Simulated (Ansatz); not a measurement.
`F[Si]1(Cl)C[SiH2]1` + `O[Si](F)([SiH3])S` → `F[Si]1(S)C[SiH2]1` + `O[Si](F)([SiH3])Cl`  (redistribution)

Computed with Ansatz on PBE0-D4/def2-TZVP structures; ΔE is electronic, products minus reactants. CCSD(T)/CBS is the MP2 limit (def2-TZVPP, def2-QZVPP) plus CCSD(T) − MP2 in def2-TZVPP, frozen cores. Functionals use def2-TZVPP. Each species was taken in one conformer, which may not be the lowest.

`F[Si]1(Cl)C[SiH2]1`:

```xyz
9

F     0.268    2.360   -0.726
Si   -0.012    0.800   -0.860
Cl   -0.824    0.447   -2.693
C    -0.804   -0.036    0.587
Si    0.979   -0.773    0.373
H    -1.649   -0.703    0.427
H    -0.936    0.558    1.492
H     1.925   -0.468    1.472
H     1.052   -2.185   -0.073
```

`O[Si](F)([SiH3])S`:

Z-matrix (Å, degrees):
```
Si
F 1 1.601
Si 1 2.332 2 108.9
O 1 1.630 2 111.2 3 -119.1
S 1 2.135 2 106.6 3 123.7
H 3 1.485 1 109.0 2 178.6
H 3 1.486 1 111.1 2 -60.3
H 3 1.487 1 108.4 2 59.9
H 4 0.960 1 118.5 2 -68.9
H 5 1.344 1 93.3 2 -38.5
```

`F[Si]1(S)C[SiH2]1`:

```xyz
10

F     0.656    2.256    0.277
Si    0.656    0.695   -0.063
S     2.599   -0.130   -0.045
C    -0.717   -0.281    0.729
Si   -0.985   -0.325   -1.183
H     2.742   -0.053    1.292
H    -1.482    0.285    1.260
H    -0.481   -1.212    1.241
H    -2.196    0.393   -1.646
H    -0.793   -1.628   -1.862
```

`O[Si](F)([SiH3])Cl`:

```xyz
9

O     1.500    0.934   -0.792
Si    0.690    0.233    0.430
F     0.558    1.249    1.650
Si   -1.411   -0.433   -0.323
Cl    1.765   -1.354    1.167
H     2.441    1.103   -0.703
H    -1.235   -1.443   -1.396
H    -2.155   -1.031    0.815
H    -2.153    0.741   -0.849
```

```csv
level,ΔE (kJ/mol),difference from CCSD(T)/CBS
PBE-D4,-9.1,0.5
PBE0-D4,-9.6,0.0
ωB97X-V,-9.4,0.2
ωB97M-V,-9.7,-0.1
B2PLYP,-9.5,0.1
PBE,-8.9,0.7
r2SCAN,-9.0,0.6
PBE0,-9.5,0.1
HF/def2-TZVPP,-9.6,0.0
MP2/def2-TZVPP,-10.5,-0.9
SCS-MP2/def2-TZVPP,-9.9,-0.3
CCSD(T)/def2-TZVPP,-9.7,-0.1
MP2/def2-QZVPP,-10.4,-0.8
SCS-MP2/def2-QZVPP,-9.8,-0.2
HF/CBS(def2),-9.6,0.0
CCSD/CBS(def2),-9.5,0.1
CCSD(T)/CBS,-9.6,0
```

Largest T1 diagnostic among the species: 0.013.
